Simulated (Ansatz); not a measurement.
Input file for `C[O][Ga]([CH3])[F]`:

```yaml
crystal:
  periodic: [false, false, false]
  atoms:
    - {symbol: C, position_ang: [0.005335, -0.116760, 1.965637]}
    - {symbol: O, position_ang: [0.528559, 0.895824, 1.145922]}
    - {symbol: Ga, position_ang: [0.453252, 0.855675, -0.624612]}
    - {symbol: C, position_ang: [-0.310735, -0.509743, -1.778236]}
    - {symbol: F, position_ang: [1.192029, 2.297072, -1.293828]}
    - {symbol: H, position_ang: [0.794211, -0.515237, 2.612488]}
    - {symbol: H, position_ang: [-0.423872, -0.959670, 1.406025]}
    - {symbol: H, position_ang: [-0.783513, 0.291000, 2.607035]}
    - {symbol: H, position_ang: [-1.334184, -0.235407, -2.040675]}
    - {symbol: H, position_ang: [0.271699, -0.579770, -2.696944]}
    - {symbol: H, position_ang: [-0.327281, -1.480085, -1.282211]}
basis:
  gaussian: {orbitals: def2-SVP}
correlation: {method: ccsd_t}
```

```sh
$ ansatz run in.yaml --threads 2 --pin off --events-out ev --progress --plain --max-ram 22528MiB --backend cuda --devices 0, --max-vram 18GiB
```

Output of Ansatz, abridged:

```
Functional definition: HF
  name "HF"
  cite "Fock, Z. Phys. 61, 126 (1930) doi:10.1007/BF01340294"
  parent pbe
  exchange = exact_x
  correlation = 0
1178 factors; integrals over basis functions are off by at most 1.4e-3 eV
mean field evaluation 1: about -59218.8346 eV, gradient 4.4e1 eV
mean field evaluation 2: about -59218.8388 eV, gradient 4.4e1 eV
mean field evaluation 4: about -59222.7980 eV, gradient 3.6e0 eV
mean field evaluation 8: about -59222.8384 eV, gradient 2.5e-4 eV
mean field -59222.83842576 eV, -2176.3991694652 hartree, gradient 1.5e-6 eV, S^2 0.000000; 0 other end points of the search recorded, 0 dependent functions left out
13 core orbitals not correlated: weight in the atoms' cores, before any rotation towards them, 1.000 or more for the frozen orbitals, at most 0.000 for the correlated occupied ones
reference -59222.83842576 eV, -2176.3991694652 hartree; 20, 20 occupied and 85, 85 virtual orbitals, 1178 factors
second order -23.73514414 eV of doubles, -0.00000000 eV of singles
cycle   1  -23.63809305 eV  change    9.7e-2 eV  update   1.3e-1
cycle   2  -24.29470205 eV  change   -6.6e-1 eV  update   3.7e-2
cycle   3  -24.45699376 eV  change   -1.6e-1 eV  update   2.1e-2
cycle   4  -24.44781669 eV  change    9.2e-3 eV  update   5.4e-3
cycle   5  -24.44486452 eV  change    3.0e-3 eV  update   2.7e-3
cycle   6  -24.44524777 eV  change   -3.8e-4 eV  update   8.5e-4
cycle   7  -24.44495338 eV  change    2.9e-4 eV  update   2.9e-4
cycle   8  -24.44490225 eV  change    5.1e-5 eV  update   1.0e-4
cycle   9  -24.44492608 eV  change   -2.4e-5 eV  update   3.6e-5
perturbative correction -0.63208823 eV, -0.0232288139 hartree
Total energy: -59247.91544007 eV, -2177.3207327430 hartree
```

Hardware: 2 threads of an AMD EPYC 7R13 on a shared host and a share of an NVIDIA H100 80 GB. Wall time 2.8 s, peak host memory 0.81 GiB.

MP2 recovers 94.6 % of the CCSD(T) correlation energy and the triples give 2.5 %; T1 = 0.0138.
